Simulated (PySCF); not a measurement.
## GeH₃: umbrella–stretch map

Computed with UPBE0 in PySCF with Ge def2-TZVP, H def2-TZVP; no relativity; density-fitted integrals.

Rigid scan from the doublet minimum (Ge–H 1.539 Å (×3); H–Ge–H 111.2° (×3)). Coordinate: rows: all bonds scaled; columns: angle to the threefold axis. Energies in kJ/mol from the minimum.

| scale \ angle | 60 | 66 | 72 | 78 | 84 | 90 |
| --- | --- | --- | --- | --- | --- | --- |
| 0.95 | 56.6 | 27.5 | 16.0 | 17.7 | 25.0 | 28.9 |
| 0.98 | ? | ? | 2.4 | 6.2 | 15.5 | ? |
| 1.00 | 34.1 | 8.2 | 0.0 | 5.1 | 15.8 | 21.3 |
| 1.03 | ? | 11.1 | 4.6 | 11.7 | 24.5 | 31.0 |
| 1.07 | 49.5 | ? | 23.2 | 32.8 | 48.4 | 56.5 |

Task: Fill in the five missing cells, row by row.

Result: 39.0, 11.9, 20.3, 35.2, 27.5.

The bond scale of lowest energy on the grid is 1.00 at 60°, 1.00 at 66°, 1.00 at 72°, 1.00 at 78°, 0.98 at 84°, 0.98 at 90°.

Other isomers or separated fragments may lie lower.
